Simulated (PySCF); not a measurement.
# Two-dimensional NMR puzzle

Compound of formula C₄H₁₂OSi₂. Correlations simulated from computed shifts and the bond graph:

HSQC (one-bond C–H):
```
  δH    δC
2.46  45.6
2.22  31.8
0.11  -3.0
```

COSY cross peaks (H two or three bonds apart, from the bond graph; peaks can be absent where the dihedral angle is near 90°):
```
  δH    δH
4.02  0.11
2.46  0.11
```

HMBC (two and three bonds, from the bond graph):
```
  δH                 δC
4.02         45.6, -3.0
2.46  219.2, 31.8, -3.0
2.22        219.2, 45.6
0.11        219.2, 45.6
```

Carbons without hydrogens: δ 219.2.

Isolated molecule, averaged over atoms made equivalent by symmetry, fast rotation or ring inversion, one conformer, relativity neglected. Coordinates at the GFN2-xTB level; GIAO PBE0/pcSseg-1 shieldings; PySCF.

Shifts are taken against calculated references (same method and geometry level): ¹H and ¹³C vs TMS.

Exchangeable hydrogens are left out of these lists.

Q: Work out the connectivity.

A: SMILES CC(=O)CC([SiH3])[SiH3].

Atoms are numbered as in `[CH3:1][C:2](=[O:3])[CH2:4][CH:5]([SiH3:6])[SiH3:7]`; H(Xn) means a hydrogen on atom n.

δC 219.2 is C2, a ketone carbonyl carbon. δC 45.6 is C4, an sp3 CH2 α to a carbonyl (δH 2.46). δC 31.8 is C1, a methyl carbon α to a carbonyl (δH 2.22). δC -3.0 is C5, an sp3 CH bonded to 2 Si (δH 0.11). HMBC from δH 2.46 reaches the proton-free carbon C2. HMBC from δH 2.22 reaches the proton-free carbon C2. HMBC from δH 0.11 reaches the proton-free carbon C2. COSY links 4.02–0.11, 2.46–0.11.

The shifts were computed for this structure.

Shifts are as computed. Against solution values, carbons near 30 ppm lie about +3 ppm off and those near 130 ppm about +5 ppm. Of 1211 compounds with measured shifts, 218 miss one by over three times the rms of a fit or turn the order of signals round; such compounds aren't used in these exercises.
